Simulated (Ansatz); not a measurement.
`FBBr` + CH₃NH₂ → `CNBBr` + H–F at 700 K and 1 bar (ligand exchange at a B–F bond).

Calculated with Ansatz (gas phase, PBE0-D4/def2-TZVP geometries, no zero-point term in ΔE). CBS: MP2 limit from def2 TZ/QZ plus the TZ coupled-cluster correction, frozen cores. This one scheme is used for every species. For Br outer-core shells are correlated without core-valence functions, which leaves a few kJ/mol of doubt a bond. Scalar relativity is left out up to krypton. One conformer a species, not always the lowest.

```
species  CCSD(T)/CBS energy (Eh)  H − E (kJ/mol)  S (J/(mol·K))
 `FBBr`              -2698.59010            76.6          322.6
 CH₃NH₂                -95.75281           207.6          296.6
`CNBBr`              -2693.95268           242.1          403.1
    H–F               -100.39570            45.2          198.5
```

H − E and S are ideal-gas, rigid-rotor, harmonic terms from PBE0-D4/def2-TZVP, for one conformer and one mirror image of each species. 1 Eh = 2625.50 kJ/mol, R = 8.31446 J/(mol·K).

Task: By hand: ΔE, ΔH, ΔS and ΔG.

Result: ΔE = (-2693.95268) + (-100.39570) − (-2698.59010) − (-95.75281) = -0.00547 Eh = -14.4 kJ/mol. Δ(H − E) = 242.1 + 45.2 − 76.6 − 207.6 = 3.1, so ΔH = -11.3 kJ/mol. ΔS = 403.1 + 198.5 − 322.6 − 296.6 = -17.6 J/(mol·K). ΔG = -11.3 − 700 × (-17.6)/1000 = 1.0 kJ/mol.

Task: By hand: the equilibrium constant, and the temperature at which ΔG would vanish if ΔH and ΔS stayed fixed.

Result: log₁₀ K = −ΔG/(RT ln 10) = -0.1. ΔG = 0 at ΔH/ΔS = 642 K, though so small a ΔS makes that figure unsure.

TΔS isn't small against ΔH here. The sign of ΔG lies within the doubt. A doubt of 5 kJ/mol in ΔE shifts log₁₀ K by 0.4 here. Other conformers and mirror images would add mixing entropy, several J/(mol·K) or more a flexible species. These are equilibria of isolated gas molecules and say nothing of rates. Largest T1 diagnostic: 0.011 (customary marks: 0.02 for closed shells, 0.045 for open ones).
